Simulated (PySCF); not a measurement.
Estimate the missing entries of this data sheet.

Species: C6H15PSi.
Bonds: C1–C2 (double), C2–C3, C2–P4, P4–C5, C5–C6, P4–C7, C7–Si8. Hydrogens: H9, H10 on C1; H11, H12, H13 on C3; H14, H15 on C5; H16, H17, H18 on C6; H19, H20 on C7; H21, H22, H23 on Si8.

Conformer (atom-mapped SMILES and torsion angles): `[CH2:1]=[C:2]([CH3:3])[P:4]([CH2:5][CH3:6])[CH2:7][SiH3:8]`: C1–C2–P4–C5 -122°, C2–P4–C5–C6 68°, C2–P4–C7–Si8 -176°.

```json
{"property": "point group", "level": "PBE0-D3(BJ)/def2-SVP", "value": "C1"}
{"property": "rotational constants A, B, C", "level": "PBE0-D3(BJ)/def2-SVP", "value": "?"}
{"property": "dipole moment", "level": "CAM-B3LYP/def2-SVPD", "value": "1.79 D"}
{"property": "HOMO energy", "level": "CAM-B3LYP/def2-SVPD", "value": "-7.81 eV"}
{"property": "LUMO energy", "level": "CAM-B3LYP/def2-SVPD", "value": "?"}
{"property": "lowest singlet excitation", "level": "TDDFT CAM-B3LYP/def2-SVPD", "value": "5.38 eV (230 nm, f = 0.008)"}
{"property": "strongest line among the 10 lowest singlet transitions", "level": "TDDFT CAM-B3LYP/def2-SVPD", "value": "S5 at 6.98 eV (178 nm, f = 0.341)"}
{"property": "lowest triplet excitation (Tamm–Dancoff)", "level": "TDA CAM-B3LYP/def2-SVPD", "value": "4.21 eV"}
{"property": "static isotropic polarisability", "level": "CAM-B3LYP/def2-SVPD", "value": "128.7 au"}
{"property": "vertical ionisation energy", "level": "ΔSCF CAM-B3LYP/def2-SVPD", "value": "8.39 eV"}
{"property": "electronic spatial extent ⟨r²⟩ about the centre of nuclear charge", "level": "CAM-B3LYP/def2-SVPD", "value": "1826 bohr²"}
{"property": "13C chemical shifts (computed TMS as zero) by class", "level": "GIAO PBE/pcSseg-1", "value": "?"}
{"property": "1H chemical shifts (computed TMS as zero) by class", "level": "GIAO PBE/pcSseg-1", "value": "?"}
{"property": "isotropic shieldings of nuclei other than C and H, by class", "level": "GIAO PBE/pcSseg-1", "value": "408 (Si8), 326 (P4) ppm"}
{"property": "core binding energies", "level": "ΔSCF SCAN, pcX-2 on the ionised atom, pcseg-1 elsewhere, spin-free X2C, 2p3/2 from a spin–orbit splitting computed afterwards within the 2p shell", "value": "Si2p3/2 106.5 (Si8), P2p3/2 135.7 (P4), C1s 289.8 (C1), C1s 289.9 (C7), C1s 290.2 (C2), C1s 290.2 (C5), C1s 290.5 (C6), C1s 290.7 (C3), Si1s 1846.2 (Si8), P1s 2149.3 (P4) eV"}
```

The electronic properties come from PySCF, for the isolated species, density fitting. The structure is a single PBE0-D3(BJ)/def2-SVP conformer in the gas phase; no vibrational or solvent corrections. NMR classes are plain means over equivalent atoms (diastereotopic ones count apart unless rotation or inversion swaps them), as if these changed places fast; in this geometry the members of some classes differ.

Question: Give the LUMO energy.

Answer: 0.92 eV.

Question: The 13C chemical shifts (computed TMS as zero) by class?

Answer: 155.4 (C2), 134.8 (C1), 26.3 (C5), 17.7 (C3), 12.1 (C6), 8.9 (C7) ppm.

Question: Give the 1H chemical shifts (computed TMS as zero) by class.

Answer: 5.99 (H10), 5.84 (H9), 4.01 (H21/H22/H23), 1.89 (H11/H12/H13), 1.48 (H14/H15), 0.96 (H16/H17/H18), 0.79 (H19/H20) ppm.

Question: What are the rotational constants A, B, C?

Answer: 1.833, 0.859, 0.706 GHz.

The polarisability is 19.07 Å³ as a volume (1 au = 0.148185 Å³), or 1.61 au for each of the 80 electrons. The rotational constants make it an asymmetric top with κ = (2B − A − C)/(A − C) = -0.73, nearer the prolate limit (−1). A dipole of 1.79 D is allowed in C1, and pure rotational transitions are dipole-allowed. The principal polarisabilities are 113.6, 120.2 and 152.4 au; their mean is the isotropic value. With B = h/(8π²I), that is 505.379 GHz u Å² over I, the principal moments of inertia are 275.7, 588.3 and 715.7 u Å² (most abundant isotopes).
